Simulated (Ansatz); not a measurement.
Born–Oppenheimer molecular dynamics of Cl2FH3Si (7 atoms, charge 0, multiplicity 1). It starts at the highest image of a converged band. Of that band: Neighbouring images differ by up to 1.2 eV, so the band resolves the path poorly. A vibrational analysis at the climbing image gives one clearly imaginary mode, 1056i cm⁻¹: a first-order saddle point.

Computed with RKS PBE0-D4/def2-SVP in Ansatz.

| Property | Result |
| --- | --- |
| ensemble | NVE (velocity Verlet) |
| time step | 0.5 fs |
| steps asked | 200 |
| starting velocities drawn for | 100 K |
| seed | 5719 |

First frame:

```xyz
7
Properties=species:S:1:pos:R:3
Si -0.363 0.081 -0.118
F 1.363 0.592 -0.713
Cl -0.513 -1.540 -1.355
Cl -1.753 -0.259 1.406
H -0.869 1.361 -0.643
H 1.361 0.070 0.363
H 0.775 -0.306 1.060
```

How far do the bonds stretch over the last three quarters of this one trajectory? (Pairs bonded in most of those frames.)


```json
{"bond": "Si1–Cl3", "mean (Å)": "2.075", "spread (Å)": "0.016", "shortest": "2.05", "longest": "2.10"}
{"bond": "Si1–Cl4", "mean (Å)": "2.067", "spread (Å)": "0.057", "shortest": "2.00", "longest": "2.15"}
{"bond": "Si1–H5", "mean (Å)": "1.480", "spread (Å)": "0.006", "shortest": "1.47", "longest": "1.49"}
{"bond": "Si1–H7", "mean (Å)": "1.484", "spread (Å)": "0.015", "shortest": "1.46", "longest": "1.52"}
{"bond": "F2–H6", "mean (Å)": "0.926", "spread (Å)": "0.030", "shortest": "0.88", "longest": "0.97"}
```

Mean temperature of the second half: 1707 K. The conserved energy stayed within 0.18 meV per atom of its start (net change 0.082 meV per atom), so the integration is sound. The system heated up, since it started high on the potential surface and ran downhill. A run of 0.1 ps of so small a system gives no equilibrium averages. The orbitals stay closed-shell, which can raise the energy where a bond breaks towards radicals; this wasn't checked here.

The run took 2.1 min on 2 threads of AMD EPYC 9R45 96-Core Processor (Zen 5), on a shared host, peak memory 0.21 GiB.
